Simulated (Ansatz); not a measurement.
`[OH][Hf]([OH])([OH])[I]` and `[OH][Ti]([OH])([OH])[I]` differ in one element.

Ansatz, PBE0-D4/def2-TZVP geometries, multiplicity 1. Each molecule was computed in one conformer, which needn't be the lowest.

Elements past krypton have def2 core potentials. Scalar relativity is left out up to krypton.

| property | `[OH][Hf]([OH])([OH])[I]` |
| --- | --- |
| LUMO energy (PBE0/def2-TZVPP) / eV | -0.24 |
| HOMO energy (B3LYP/def2-TZVPP) / eV | -7.00 |
| HOMO–LUMO gap (PBE/def2-TZVPP) / eV | 5.18 |
| HOMO energy (PBE/def2-TZVPP) / eV | -6.12 |
| HOMO energy (ωB97M-V/def2-TZVPP) / eV | -9.36 |
| HOMO–LUMO gap (PBE0/def2-TZVPP) / eV | 7.03 |

Question: Give the same properties after the change, and the shifts. (Best estimate.)

Answer: The calculation gave: 
```
                             property  `[OH][Ti]([OH])([OH])[I]`  shift
   LUMO energy (PBE0/def2-TZVPP) / eV                      -2.11  -1.87
  HOMO energy (B3LYP/def2-TZVPP) / eV                      -7.12  -0.12
  HOMO–LUMO gap (PBE/def2-TZVPP) / eV                       3.20  -1.98
    HOMO energy (PBE/def2-TZVPP) / eV                      -6.23  -0.11
HOMO energy (ωB97M-V/def2-TZVPP) / eV                      -9.44  -0.08
 HOMO–LUMO gap (PBE0/def2-TZVPP) / eV                       5.26  -1.77
```

With PBE0 the HOMO falls by 0.10 eV and the LUMO falls by 1.87 eV, so the gap narrows by about 1.77 eV. PBE moves the HOMO by -0.11 eV and ωB97M-V by -0.08 eV.

B3LYP here is the variant with VWN-RPA as its local correlation; programs differ in this.

Spin–orbit coupling is left out; it splits and shifts lone-pair levels of the heavy atoms by tenths of an eV.
